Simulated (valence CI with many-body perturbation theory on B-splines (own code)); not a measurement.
Ladder of approximations for Sc XVII

Computed by relativistic CI+MBPT: three valence electrons over a frozen Dirac-Fock core [He], radial functions for each j: 11 s, 11 p, 9 d, 7 f, 5 g, 2 h, 1 i, with the one-electron correlation potential Σ1, the two-electron term Σ2, the three-electron term Σ3, Breit, model QED; selected CI, second order for the rest (own B-spline code, finite nucleus).

No measured spectrum was set against this ion. As an estimate, levels of excited configurations hold to 0.05 to 0.15 % of their energy, terms of the ground configuration to about 0.5 %.

Each rung adds one term. CI alone is the Dirac-Coulomb CI over the frozen core; QED comes last and gives the full result, which names the levels. Energies are above 2s2 2p 2P°_1/2 on the same rung, in Ry.

Names give the largest LS component (configuration and term), which can be under half, so a name can repeat, a term be missing and a line seem to break the LS rules; names also repeat where a configuration has a term twice. Letters in brackets count levels of one name in rising energy.

| Level | CI alone | Σ1 | Σ2 | Σ3 | Breit | QED | Full |
| --- | --- | --- | --- | --- | --- | --- | --- |
| 2s2 2p 2P°_3/2 | 0.432 | +0.0007 | 0.0000 | 0.0000 | -0.0175 | +0.0010 | 0.416 |
| 2s 2p2 4P_1/2 | 2.643 | -0.0114 | -0.0013 | +0.0009 | +0.0092 | -0.0142 | 2.626 |
| 2s 2p2 4P_3/2 | 2.819 | -0.0110 | -0.0013 | +0.0009 | +0.0016 | -0.0137 | 2.795 |
| 2s 2p2 4P_5/2 | 3.043 | -0.0106 | -0.0014 | +0.0008 | -0.0177 | -0.0132 | 3.001 |
| 2s 2p2 2D_3/2 | 4.747 | -0.0107 | -0.0054 | -0.0018 | -0.0066 | -0.0137 | 4.709 |
| 2s 2p2 2D_5/2 | 4.789 | -0.0105 | -0.0052 | -0.0017 | -0.0130 | -0.0135 | 4.745 |
| 2s 2p2 2S_1/2 | 5.792 | -0.0109 | -0.0095 | -0.0034 | +0.0118 | -0.0144 | 5.766 |
| 2s 2p2 2P_1/2 | 6.265 | -0.0104 | -0.0140 | -0.0034 | -0.0040 | -0.0135 | 6.220 |
| 2s 2p2 2P_3/2 | 6.399 | -0.0105 | -0.0222 | -0.0032 | -0.0134 | -0.0136 | 6.336 |
| 2p3 4S°_3/2 | 8.248 | -0.0226 | -0.0228 | -0.0023 | +0.0021 | -0.0287 | 8.174 |
| 2p3 2D°_3/2 | 9.250 | -0.0224 | -0.0177 | -0.0023 | +0.0089 | -0.0287 | 9.187 |
| 2p3 2D°_5/2 | 9.333 | -0.0222 | -0.0176 | -0.0023 | -0.0103 | -0.0285 | 9.253 |
| 2p3 2P°_1/2 | 10.354 | -0.0215 | -0.0172 | -0.0029 | +0.0074 | -0.0278 | 10.292 |
| 2p3 2P°_3/2 | 10.488 | -0.0211 | -0.0173 | -0.0028 | -0.0051 | -0.0273 | 10.415 |
| 2s2 3s 2S_1/2 | 45.042 | +0.0195 | -0.0035 | -0.0023 | -0.0310 | +0.0053 | 45.030 |
| 2s2 3p 2P°_1/2 | 46.297 | +0.0168 | -0.0036 | -0.0023 | -0.0256 | +0.0006 | 46.283 |
| 2s2 3p 2P°_3/2 | 46.417 | +0.0170 | -0.0036 | -0.0023 | -0.0311 | +0.0010 | 46.398 |
| 2s2 3d 2D_3/2 | 47.578 | +0.0199 | -0.0041 | -0.0022 | -0.0352 | +0.0012 | 47.558 |
| 2s 2p 3s 4P°_1/2 | 47.591 | +0.0078 | -0.0027 | -0.0023 | -0.0131 | -0.0095 | 47.571 |
| 2s2 3d 2D_5/2 | 47.612 | +0.0200 | -0.0042 | -0.0022 | -0.0362 | +0.0013 | 47.591 |
| 2s 2p 3s 4P°_3/2 | 47.721 | +0.0080 | -0.0029 | -0.0023 | -0.0220 | -0.0092 | 47.693 |
| 2s 2p 3s 4P°_5/2 | 48.005 | +0.0085 | -0.0028 | -0.0023 | -0.0355 | -0.0085 | 47.964 |
| 2s 2p 3s 2P°_1/2 [a] | 48.244 | +0.0082 | -0.0035 | -0.0023 | -0.0178 | -0.0092 | 48.219 |
| 2s 2p 3s 2P°_3/2 [a] | 48.548 | +0.0087 | -0.0040 | -0.0023 | -0.0327 | -0.0084 | 48.510 |
| 2s 2p 3p 4D_1/2 | 48.704 | +0.0053 | -0.0035 | -0.0023 | -0.0069 | -0.0139 | 48.683 |
| 2s 2p 3p 4D_3/2 | 48.819 | +0.0055 | -0.0036 | -0.0023 | -0.0155 | -0.0136 | 48.789 |
| 2s 2p 3p 2P_1/2 [a] | 48.987 | +0.0055 | -0.0039 | -0.0023 | -0.0227 | -0.0135 | 48.950 |
| 2s 2p 3p 2P_3/2 [a] | 48.997 | +0.0056 | -0.0039 | -0.0023 | -0.0186 | -0.0134 | 48.964 |
| 2s 2p 3p 4D_5/2 | 49.015 | +0.0058 | -0.0035 | -0.0023 | -0.0237 | -0.0131 | 48.978 |
| 2s 2p 3p 4D_7/2 | 49.268 | +0.0063 | -0.0034 | -0.0023 | -0.0361 | -0.0125 | 49.220 |
| 2s 2p 3p 4S_3/2 | 49.277 | +0.0059 | -0.0039 | -0.0023 | -0.0248 | -0.0130 | 49.239 |

The middle columns are the shifts that each term adds.

**Question.** How does the ionisation energy move along the ladder, and which term matters most?

**Answer.** CI alone 1093.8, + Σ1 1094.1, + Σ2 1094.1, + Σ3 1094.0, + Breit 1093.5, + QED 1093.6 eV. The largest step is Breit, -0.5 eV. NIST lists 1093.5 ± 0.4 eV (semi-empirical).
